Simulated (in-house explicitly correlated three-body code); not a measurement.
Computed with an exponentially correlated three-body code. Model: two electrons around a point charge, non-relativistic, variational in 260 exponentially correlated functions (energies converged to about 1e-7 hartree, or 1e-8 relative for large Z).

Command:
```bash
python run_hyl.py task.json out
```
Settings (lengths in bohr, energies in hartree):
```
Z                      4
nuclear_mass           50
interaction_strength   1
functions              260
states_tried           13
```

Cost of the run: 66 s on 1 thread of Arm Neoverse N1 (shared host).

**Those bound S and P states to n = 4 that converged, binding against the one-electron ion.**

Given: nuclear charge 4; mass of the centre 50 electron masses.

Computed: one-electron threshold -7.84313725 hartree.

| term | energy (hartree) | binding (eV) |
| --- | --- | --- |
| 1 1S | -13.3806633 | 150.68 |
| 2 3S | -9.11446747 | 34.595 |
| 2 3P | ? | ? |
| 2 1S | -9.00456604 | 31.604 |
| 2 1P | -8.92074644 | 29.323 |
| 3 3S | -8.37934741 | 14.591 |
| 3 3P | -8.351188 | 13.825 |
| 3 1S | ? | ? |
| 3 1P | -8.32623758 | 13.146 |
| 4 3S | -8.13771573 | 8.0159 |
| 4 3P | -8.12628479 | 7.7048 |
| 4 1S | -8.12599889 | 7.6971 |

(1) What belongs in the row 2 3P?

(2) What belongs in the row 3 1S?

**Converged states only, values per electron or pair.**

```
term  mean r (bohr)  mean r squared (bohr²)  mean inverse r (1/bohr)  mean r12 (bohr)  mean inverse r12 (1/bohr)  mean cosine  mean p1 dot p2 (bohr⁻²)  delta r1 (bohr⁻³)  delta r12 (bohr⁻³)
1 1S        0.42276                 0.24169                   3.6144          0.62904                     2.1542    -0.025549                  0.31058               16.2              1.4431
2 3S         1.0852                  1.9589                   2.3586           1.8455                    0.63971   -0.0064778                  0.01315             10.331                   -
2 3P              ?                       ?                        ?                ?                          ?            ?                        ?                  ?                   -
2 1S              ?                       ?                        ?                ?                          ?            ?                        ?                  ?                   ?
2 1P         1.0656                  1.9273                   2.3203           1.7836                    0.72077     0.024853                  0.54134             9.6346            0.036264
3 3S         2.2949                  10.145                   2.1326           4.2308                    0.30227   -0.0015775                -0.003944              9.801                   -
3 3P         2.2371                  9.7488                   2.1285           4.1199                    0.32575      -0.0146                 -0.18608              9.564                   -
3 1S         2.4103                  11.286                    2.127           4.4582                    0.31575   -0.0029644               -0.0092486             9.7815            0.059886
3 1P         2.3488                  10.821                   2.1221           4.3328                    0.32408     0.007375                  0.14761             9.6056            0.012403
4 3S         4.0143                  32.977                   2.0562           7.6589                    0.17411   -0.0004431               -0.0045675             9.6809                   -
4 3P         3.9958                   32.94                   2.0545           7.6236                    0.18324   -0.0055632                -0.075632              9.585                   -
4 1S         4.1688                  35.702                   2.0539           7.9665                    0.17942   -0.0010429               -0.0065064             9.6746            0.025039
```

(3) What belongs in the row 2 3P?

(4) What belongs in the row 2 1S?

Results:

(1) energy (hartree): -9.00924758; binding (eV): 31.731.

(2) energy (hartree): -8.35030112; binding (eV): 13.801.

(3) mean r (bohr): 0.98652; mean r squared (bohr²): 1.6236; mean inverse r (1/bohr): 2.3444; mean r12 (bohr): 1.6681; mean inverse r12 (1/bohr): 0.73689; mean cosine: -0.060493; mean p1 dot p2 (bohr⁻²): -0.73927; delta r1 (bohr⁻³): 9.4541.

(4) mean r (bohr): 1.1627; mean r squared (bohr²): 2.2976; mean inverse r (1/bohr): 2.3377; mean r12 (bohr): 1.9864; mean inverse r12 (1/bohr): 0.69219; mean cosine: -0.011039; mean p1 dot p2 (bohr⁻²): -0.011431; delta r1 (bohr⁻³): 10.235; delta r12 (bohr⁻³): 0.20387.
